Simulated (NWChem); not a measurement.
System: BH$_{2}$SF; SMILES FBS

```xyz
5

B     -0.5213    -0.5939     0.0000
F      0.3068    -1.6389     0.0000
H     -1.7212    -0.7865     0.0000
S      0.2045     1.0605     0.0000
H     -0.9954     1.7027     0.0000
```
Atoms are numbered in this order, from 1.

Coordinates come from a PBE-D3(BJ)/def2-SVP optimisation.

Hartree-Fock couplings suffer from near triplet instabilities.

Q: Split the isotropic spin-spin couplings (Hz) from Hartree-Fock/pcJ-1 (NWChem) into Fermi-contact, spin-dipolar, paramagnetic and diamagnetic spin-orbit terms, for the pairs 1–2, 1–3, 1–5, 2–3, 2–5, 3–5.

A: 
```csv
pair,FC,SD,PSO,DSO,total
11B(1)–19F(2),10.28,-3.45,-51.62,0.48,-44.31
11B(1)–1H(3),210.38,0.36,-1.04,1.00,210.70
11B(1)–1H(5),-9.74,-0.06,-0.76,-0.03,-10.59
19F(2)–1H(3),74.08,-0.17,-2.63,-1.40,69.88
19F(2)–1H(5),36.37,-0.30,-2.35,-2.02,31.69
1H(3)–1H(5),6.52,0.09,-0.44,0.60,6.77
```
